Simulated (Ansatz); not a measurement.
C$_{4}$H$_{3}$F$_{5}$, SMILES `FC1C(F)(F)CC1(F)F`. Charge 0, multiplicity 1.

Z-matrix (Å, degrees):
```
C
C 1 1.541
C 1 1.541 2 87.3
F 1 1.347 2 118.3 3 -120.8
H 1 1.094 2 110.0 3 110.4
F 2 1.345 1 115.9 3 -135.8
F 2 1.344 1 112.5 3 99.3
C 2 1.532 1 90.1 3 -15.9
F 3 1.344 1 112.5 2 -99.3
F 3 1.345 1 115.9 2 135.8
H 8 1.088 2 115.6 1 133.4
H 8 1.089 2 112.3 1 -97.3
```

(1) Give the diagnostics of a CCSD(T)/def2-TZVPP run (frozen core, the Gaussian-basis code of Ansatz). (Estimate.)

## Answers

(1) The calculation gave: T1 = 0.0119, largest single amplitude 0.013, largest double 0.014, (T) share of the correlation energy 3.4 %, 9 CCSD cycles. The RHF solution is stable towards an unrestricted one. T1 lies under the customary mark of 0.02 for closed shells.
